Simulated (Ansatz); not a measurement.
H5HfNO3, SMILES `[NH2][Hf]([OH])([OH])[OH]` at its PBE0-D4/def2-TZVP geometry, where that method's forces vanish. Charge 0, multiplicity 1. Hf: def2 effective core potential.

```xyz
10

N     1.5137    0.2615   -0.8913
Hf   -0.2154   -0.1014    0.1315
O     0.2847   -0.9581    1.7942
O    -1.3436   -1.1633   -1.0297
O    -1.1439    1.5562    0.5462
H     2.4269    0.3796   -0.4772
H     1.6086    0.2773   -1.8964
H     0.1725   -1.2350    2.6971
H    -2.1634   -1.5227   -1.3511
H    -1.1401    2.5059    0.4768
```

Question: What forces (eV/Å) does ωB97M-V/def2-TZVPP give on these atoms in Ansatz 0.2.0? (Estimate.)

Answer: The calculation gave: 
```
N1   0.078 -0.005 -0.045
Hf2  0.012  0.017 -0.008
O3   0.002 -0.065  0.145
O4  -0.118 -0.079 -0.066
O5  -0.037  0.143  0.011
H6  -0.002  0.006 -0.041
H7   0.035  0.010  0.020
H8   0.021  0.000 -0.025
H9   0.031  0.000 -0.006
H10 -0.024 -0.027  0.015
```
